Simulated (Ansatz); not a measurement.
HIOSe, singlet, geometry from GFN2-xTB (core potentials on I); PBE/def2-QZVP in Ansatz (an electronic-structure program).

The Ansatz input:
Ansatz 0.2 input:
```yaml
crystal:
  periodic: [false, false, false]
  atoms:
    - {symbol: Se, position_ang: [-0.05769576, -0.95936014, 0.94612960]}
    - {symbol: I, position_ang: [0.14436437, 0.99766516, -0.57083164]}
    - {symbol: O, position_ang: [-0.52620426, -2.24704622, -0.19804753]}
    - {symbol: H, position_ang: [-1.48002211, -2.28163881, -0.32994904]}
basis:
  gaussian:
    orbitals: def2-QZVP.json
hamiltonian:
  xc: pbe
```
The basis file holds def2-QZVP in the JSON format of the Basis Set Exchange.

The log (banner, timings and long lists left out):

```
Functional definition: PBE
1062 factors; their error is unknown
mean field evaluation 1: about -75498.3687 eV, gradient 6.2e1 eV
mean field evaluation 2: about -75403.9458 eV, gradient 1.8e2 eV
mean field evaluation 4: about -75503.9531 eV, gradient 1.6e1 eV
mean field evaluation 8: about -75504.5503 eV, gradient 1.8e-1 eV
mean field evaluation 16: about -75504.5412 eV, gradient 2.4e-4 eV
mean field -75504.54115519 eV, -2774.7407086370 hartree, gradient 6.0e-5 eV, S^2 0.000000; 0 other end points of the search recorded, 0 dependent functions left out
reference -75504.54118877 eV, -2774.7407098713 hartree; 34, 34 occupied and 210, 210 virtual orbitals, 1062 factors
Total energy: -75504.54118877 eV, -2774.7407098713 hartree
```
